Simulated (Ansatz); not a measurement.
The same path of ClH3O2Si + H2 (9 atoms, charge 0, multiplicity 1) was run twice with different band settings. Lost on the way: Si1–O2, H8–H9. Made: Si1–H8, O2–H9.

Level of theory: RKS PBE0-D4/6-31G* (Ansatz).

Relaxed end points:

```xyz
9
Properties=species:S:1:pos:R:3
Si -0.372 0.345 -0.237
O 0.054 -0.080 1.286
H -0.654 -0.111 1.941
H 0.884 0.554 -0.975
O -1.364 1.656 -0.181
H -2.053 1.710 -0.854
Cl -1.412 -1.164 -1.199
H 1.660 -2.899 2.161
H 1.348 -2.258 1.948
```

```xyz
9
Properties=species:S:1:pos:R:3
Si -0.141 -0.528 -0.276
O 0.796 -0.045 1.845
H 0.128 0.633 2.036
H 1.113 0.131 -0.688
O -1.267 0.452 0.482
H -2.013 0.668 -0.092
Cl -1.084 -0.890 -2.133
H -0.031 -1.899 0.266
H 0.590 -0.772 2.449
```

Common settings: movable images 7; climbing image yes; spring 5.0 eV/Å²; optimiser quadratic models (default); start path through a guess of the saddle point; iteration limit 60; end points relaxed.

| run | force threshold |
| --- | --- |
| 1 | 0.03 eV/Å |
| 2 | 0.2 eV/Å |

What does each run give, and how far can it be trusted?

Run 1: converged after 31 iterations, highest image 2.296 eV above the first end. Neighbouring images differ by up to 1.3 eV, so the band resolves the path poorly. A vibrational analysis at the climbing image gives one clearly imaginary mode, 1353i cm⁻¹: a first-order saddle point.
Run 2: converged after 24 iterations, highest image 2.346 eV above the first end. The threshold of 0.2 eV/Å is loose, so the images may lie well off the minimum-energy path. Neighbouring images differ by up to 1.6 eV, so the band resolves the path poorly. The order of the point at the top wasn't checked.
The orbitals stay closed-shell, which can raise the energy where a bond breaks towards radicals; this wasn't checked here.
